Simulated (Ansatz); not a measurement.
`[CH3][Sn]([Cl])([Cl])[Cl]` + `CCNC` → `CC[N](C)[Sn]([Cl])([Cl])[Cl]` + CH₄  (ligand exchange at the Sn–C bond)

Calculated with Ansatz (gas phase, PBE0-D4/def2-TZVP geometries, no zero-point term in ΔE). CCSD(T)/CBS is the MP2 limit (def2-TZVPP, def2-QZVPP) plus CCSD(T) − MP2 in def2-TZVPP, frozen cores. This one scheme is used for every species. DFT in def2-TZVPP. Elements past krypton have def2 core potentials. For Sn outer-core shells are correlated without core-valence functions, which leaves a few kJ/mol of doubt a bond. Each species was taken in one conformer, which may not be the lowest.

```json
{"level": "r2SCAN0", "ΔE (kcal/mol)": "0.1"}
{"level": "CCSD(T)/def2-SVP", "ΔE (kcal/mol)": "-5.2"}
{"level": "HF/def2-QZVPP", "ΔE (kcal/mol)": "4.1"}
{"level": "MP2/def2-QZVPP", "ΔE (kcal/mol)": "-4.1"}
```

Question: What does CCSD(T)/CBS give? (An estimate is asked.)

Answer: Ansatz gave: -3.0 kcal/mol. The listed levels differ from it by 3.1, -2.2, 7.1, -1.1 kcal/mol.

Largest T1 diagnostic among the species: 0.011.

From PBE to PBE0 (25 % exact exchange), in def2-TZVPP and without D4, ΔE moves by +0.8 kcal/mol. In def2-TZVPP, CCSD(T) changes the Hartree–Fock value by −6.8 kcal/mol (the triples alone add −1.5 kcal/mol) and MP2 by −8.0 kcal/mol. Leaving LDA and LC-ωPBE aside and taking each functional with its dispersion term where it has one, the values, not all of them listed here, spread over 3.2 kcal/mol, from BLYP-D4 to B2PLYP. LDA lies −3.2 kcal/mol from PBE without D4.
